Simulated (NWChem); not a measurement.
Species: C₂H₃I; SMILES IC=C

Computed with NWChem. def2 effective core potentials on I; no spin-orbit coupling. Each level has its own optimisation; frequencies are unscaled. Brackets give each atom's bonded neighbours.

```
level                                                   r C–C (Å)  r C–I (Å)  r C–H [C(CHI)–H(C)] (Å)  highest harmonic frequency (cm⁻¹)  lowest (cm⁻¹)  zero-point energy (kcal/mol)
------------------------------------------------------  ---------  ---------  -----------------------  ---------------------------------  -------------  ----------------------------
Hartree-Fock/STO-3G (all-electron, non-relativistic)        1.309      2.079                    1.084                               3801            366                          30.9
Hartree-Fock/3-21G (all-electron, non-relativistic)         1.309      2.138                    1.069                               3415            341                          28.5
LDA (Slater exchange, VWN5)/def2-SVP (core potentials)      1.330      2.085                    1.103                               3172            304                          25.2
PBE/def2-SVP (core potentials)                              1.339          ?                    1.101                               3177            301                          25.2
BLYP/def2-SVP (core potentials)                             1.340      2.140                    1.099                               3152            297                          25.1
PBE0/def2-SVP (core potentials)                             1.328      2.093                    1.093                               3271            313                          26.2
```

Task: Some entries are withheld; supply them.

Result: 
- PBE/def2-SVP (core potentials), r C–I (Å): 2.113
